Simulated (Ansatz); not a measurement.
Input for Ansatz (a quantum-chemistry and plane-wave program): U-RI-MP2/cc-pV(Q+d)Z on H (SMILES [H]). The basis file is the Basis Set Exchange's JSON of that set.

Ansatz 0.2 input:
```yaml
crystal:
  periodic: [false, false, false]
  atoms:
    - {symbol: H, position_ang: [0.00000000, 0.00000000, 0.00000000]}
basis:
  gaussian:
    orbitals: cc-pV_Q+d_Z.json
    fitting: {mean_field: def2-universal-JKFIT, correlation: cc-pVQZ-RIFIT.json}
magnetization: {spin_polarized: true, initial_magnetization: 1}
correlation: {method: mp2, electrons: outside_noble_gas}
scf: {omitted_lower_state_checks: [cluster_reference]}
```

**Question.** Predict the final total energy.

**Answer.** -0.4999 hartree.
